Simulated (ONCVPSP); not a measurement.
**Reading a pseudo-wave (krypton (Kr))**

Columns: radius, all-electron u(r) and pseudo u(r) of the 3p shell (level -220.66 eV) of krypton in the configuration [Ne] 3s2 3p6 3d10 4s2 4p4; PBE, scalar-relativistic, ONCV scheme, ONCVPSP 4.0.1.

```csv
r (bohr),all-electron,pseudo
0.053,-0.5720,0.0489
0.105,-0.7890,0.1841
0.158,-0.4466,0.3913
0.210,0.1084,0.6344
0.262,0.6427,0.8849
0.315,1.0591,1.1164
0.368,1.3226,1.2979
0.420,1.4505,1.4125
0.473,1.4778,1.4591
0.525,1.4340,1.4407
0.578,1.3445,1.3696
0.630,1.2314,1.2630
0.683,1.1050,1.1338
0.735,0.9796,1.0006
0.788,0.8565,0.8688
0.840,0.7439,0.7496
0.893,0.6395,0.6413
0.945,0.5480,0.5481
0.998,0.4657,0.4655
1.050,0.3953,0.3951
1.102,0.3344,0.3342
1.155,0.2810,0.2809
1.208,0.2355,0.2354
1.260,0.1976,0.1975
1.313,0.1648,0.1647
1.365,0.1378,0.1377
```

(1) How many radial nodes do the two functions have?

(2) At about which radius was the pseudo-wave matched?

(3) Where does each function peak?

(4) Is the pseudo-wave norm-conserving?

Results:

(1) The all-electron 3p function has n − l − 1 = 1; the pseudo-wave has 0, since the states of the same l below it are removed with the core.

(2) 1.05 bohr. The columns agree to 0.0005 from 0.94 bohr on; several derivatives are matched, so the curves merge somewhat inside the radius.

(3) Outermost all-electron maximum near 0.47 bohr, pseudo maximum near 0.47 bohr (to the table’s step).

(4) Yes: the ONCV scheme keeps the norm inside the radius equal to the all-electron one, which fixes the energy derivative of the logarithmic derivative at the level.
